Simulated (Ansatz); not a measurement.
Reaction (ligand exchange at the Al–O bond): `O[Si](O)(O)[O][AlH][F]` + H₂S → `[F][AlH][SH]` + orthosilicic acid

Gas-phase electronic energies from Ansatz, PBE0-D4/def2-TZVP geometries. CBS: MP2 limit from def2 TZ/QZ plus the TZ coupled-cluster correction, frozen cores. This one scheme is used for every species. Functionals use def2-TZVPP. Each species was taken in one conformer, which may not be the lowest.

```csv
species,BLYP energy (Eh)
`O[Si](O)(O)[O][AlH][F]`,-935.57991
H₂S,-399.39936
`[F][AlH][SH]`,-741.84361
`O[Si](O)(O)O`,-593.11884
```

Problem. Work out ΔE.

Solution. ΔE = (-741.84361) + (-593.11884) − (-935.57991) − (-399.39936) = 0.01682 Eh = +0.46 eV. CCSD(T)/CBS gives +0.46 eV.

Largest T1 diagnostic among the species: 0.012.

Leaving LDA and LC-ωPBE aside and taking each functional with its dispersion term where it has one, the values, not all of them listed here, spread over 0.20 eV, from PBE-D4 to BHLYP-D4. In def2-TZVPP, CCSD(T) changes the Hartree–Fock value by −0.06 eV (the triples alone add −0.02 eV) and MP2 by −0.07 eV. At CCSD(T), def2-SVP lies +0.09 eV from the extrapolated value and def2-TZVPP +0.02 eV.
